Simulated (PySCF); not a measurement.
A side-by-side comparison of computed properties.

First species: C6H6F2.
Atom-mapped SMILES: `[CH3:1]/[C:2]([F:3])=[C:4]1\[CH:5]=[C:6]([F:7])[CH2:8]1` (hydrogens: H9, H10, H11 on C1; H12 on C5; H13, H14 on C8)

Cartesian coordinates in Å at the GFN2-xTB level; atoms count from 1:
```xyz
14
C6H6F2 angstrom
C      2.278   -0.097    0.010
C      0.989    0.605   -0.235
F      1.149    1.871   -0.703
C     -0.237    0.141   -0.051
C     -0.818   -1.117    0.419
C     -2.058   -0.641    0.257
F     -3.277   -1.139    0.451
C     -1.642    0.713   -0.247
H      2.871    0.458    0.736
H      2.093   -1.099    0.383
H      2.851   -0.153   -0.915
H     -0.397   -2.043    0.756
H     -1.892    1.558    0.392
H     -1.909    0.943   -1.277
```

Second species: C6H6F2.
SMILES: `FCC#C/C=C\CF`

Levels: CAM-B3LYP/def2-SVPD for dipole moment, HOMO energy, LUMO energy, HOMO–LUMO gap, static isotropic polarisability and electronic spatial extent ⟨r²⟩ about the centre of nuclear charge; TDDFT CAM-B3LYP/def2-SVPD for lowest singlet excitation; TDA CAM-B3LYP/def2-SVPD for lowest triplet excitation (Tamm–Dancoff); GFN2-xTB for rotational constant A and rotational constant C. Geometries: GFN2-xTB. All species are isolated and taken at one optimised geometry, non-relativistic unless stated. Electronic properties by PySCF.

The conformers computed, where there is a choice (atom-mapped SMILES and torsion angles):
- `[F:1][CH2:2][C:3]#[C:4]/[CH:5]=[CH:6]\[CH2:7][F:8]`: C5–C6–C7–F8 -151°

(1) Which has the higher S1 energy?

(2) Which of the two has the higher rotational constant A, and by how much?

(3) Which of the two has the higher dipole moment, and by how much?

(4) Which of the two has the higher rotational constant C, and by how much?

(5) Which has the higher HOMO–LUMO gap?

(6) Which of the two has the higher static isotropic polarisability, and by how much?

(7) Which has the higher LUMO energy?

(8) Which of the two has the higher HOMO energy, and by how much?

## Answers

(1) The first: 5.83 eV against 5.51 eV, a difference of 0.32 eV.

(2) The first: 5.558 GHz against 3.683 GHz, a difference of 1.875 GHz.

(3) The second: 2.80 D against 1.45 D, a difference of 1.35 D.

(4) The first: 0.925 GHz against 0.682 GHz, a difference of 0.243 GHz.

(5) The first: 8.45 eV against 8.37 eV, a difference of 0.08 eV.

(6) The second: 76.9 au against 72.9 au, a difference of 4.0 au.

(7) The first: 0.76 eV against -0.12 eV, a difference of 0.88 eV.

(8) The first: -7.69 eV against -8.49 eV, a difference of 0.80 eV.

On the first: The vertical singlet–triplet gap S1 − T1 is 2.41 eV (TDDFT singlet less Tamm–Dancoff triplet; S1: HOMO→LUMO, weight 0.95; T1: HOMO→LUMO, weight 0.92). A dipole of 1.45 D is allowed in Cs, and pure rotational transitions are dipole-allowed.

On the second: In atomic units the dipole is 1.10 e·bohr (1 au = 2.5417 D). The 8 singlets span 5.51 to 7.76 eV, and their oscillator strengths add up to 0.71.
